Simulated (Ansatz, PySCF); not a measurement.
CH6Zr, SMILES [CH3][ZrH3], multiplicity 1.

Geometry optimised at B3LYP-D3(BJ)/def2-TZVP. The multiplicity is an assumed one; no other spin state was optimised. The structure was generated by enumeration; whether it is a known compound was not checked. The def2 effective core potentials stand for the cores of Zr; spin–orbit coupling is left out.

Vertical ionisation energy (IE) and electron affinity (EA) in eV. Rows of orbital energies are one-electron estimates. Where ΔSCF, EOM or ADC give a negative EA the extra electron is unbound and the value depends on the basis.

```csv
level,IE,EA
"−ε(HOMO), −ε(LUMO), HF/def2-TZVPD (PySCF)",(withheld),(withheld)
"−ε(HOMO), −ε(LUMO), PBE/def2-TZVPD (PySCF)",6.82,3.00
"ΔSCF, PBE0/def2-TZVPD (Ansatz), final states of multiplicity 2 and 2",10.14,0.30
"ΔSCF, PBE/def2-TZVPD (Ansatz), final states of multiplicity 2 and 2",9.80,0.26
```

Task: Fill in the missing entries. (An estimate is asked for; the answer gives what the named calculation found.)

Result: 
- −ε(HOMO), −ε(LUMO), HF/def2-TZVPD (PySCF), IE: 11.20
- −ε(HOMO), −ε(LUMO), HF/def2-TZVPD (PySCF), EA: -1.13

Task: What vertical singlet–triplet gap does ΔSCF give with PBE0/def2-TZVPD (Ansatz, a quantum-chemistry and plane-wave program) and with PBE/def2-TZVPD (Ansatz)? (An estimate is asked for; the answer gives what the named calculation found.)

Result: 3.82 and 3.52 eV (triplet above singlet where positive).
